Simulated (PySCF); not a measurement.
C6H11NO.
SMILES with atom numbers: `[CH3:1][C:2](=[O:3])/[CH:4]=[CH:5]/[N:6]([CH3:7])[CH3:8]` (hydrogens: H9, H10, H11 on C1; H12 on C4; H13 on C5; H14, H15, H16 on C7; H17, H18, H19 on C8)

A GFN2-xTB structure was refined with PBE0-D3(BJ)/def2-SVP geometry optimisation, gas phase in PySCF. Its GFN2-xTB values:

| coordinate | GFN2-xTB |
| --- | --- |
| C1–C2 | 1.517 Å |
| C1–H9 | 1.088 Å |
| C2=O3 | 1.220 Å |
| C2–C4 | 1.447 Å |
| C4=C5 | 1.354 Å |
| C4–H12 | 1.078 Å |
| C5–N6 | 1.343 Å |
| C5–H13 | 1.083 Å |
| N6–C7 | 1.441 Å |
| C7–H14 | 1.090 Å |
| C1–C2–O3 | 121.6° |
| C1–C2–C4 | 114.6° |
| C2–C4–C5 | 119.4° |
| O3–C2–C4 | 123.8° |
| C4–C5–N6 | 128.2° |
| C5–N6–C7 | 121.1° |
| C5–N6–C8 | 121.3° |
| C7–N6–C8 | 116.5° |
| C4–C5–N6–C7 | 3° |

**Question.** How do these coordinates change at the PBE0-D3(BJ)/def2-SVP level?

**Answer.** 
```tsv
coordinate	PBE0-D3(BJ)/def2-SVP (Å or °)	change
C2–C4	1.464	+0.017
C4–H12	1.092	+0.014
C1–H9	1.102	+0.014
C5–H13	1.096	+0.013
C7–H14	1.101	+0.011
C4=C5	1.362	+0.008
C5–N6	1.347	+0.004
C1–C2	1.513	-0.004
N6–C7	1.439	-0.002
C2=O3	1.221	+0.001
C1–C2–C4	116.1	+1.5
C7–N6–C8	117.9	+1.4
C2–C4–C5	118.3	-1.1
C5–N6–C7	120.3	-0.8
C1–C2–O3	120.8	-0.8
O3–C2–C4	123.1	-0.7
C5–N6–C8	121.1	-0.2
C4–C5–N6	128.4	+0.2
C4–C5–N6–C7	1	-2
```

The energy falls by 4.3 kJ/mol over 6 energy and gradient evaluations, the largest force component goes from 0.0091 to 4.1e-04 Eh/bohr, and the atoms move by 0.044 Å rms after alignment. The bond that changes most is C2–C4 (ketone carbonyl carbon to alkene CH carbon), which lengthens by 0.017 Å. Bonds longer at the end by more than 0.005 Å: 13 of 18; shorter: 0. Rotational constants go from 4813, 970.9, 821.1 to 4805, 964.9, 817.0 MHz.

The run used 167 basis functions and 41 SCF cycles in all. Time: 1.9 min of wall time. Hardware: one thread, Arm Neoverse N1, no GPU, on a shared host.

No PBE0-D3(BJ)/def2-SVP frequencies stand behind this structure, so it isn't proved a minimum. One conformer, not necessarily the lowest.

Conformer computed: `[CH3:1][C:2](=[O:3])/[CH:4]=[CH:5]/[N:6]([CH3:7])[CH3:8]`: C1–C2–C4–C5 179°, C4–C5–N6–C7 1°.
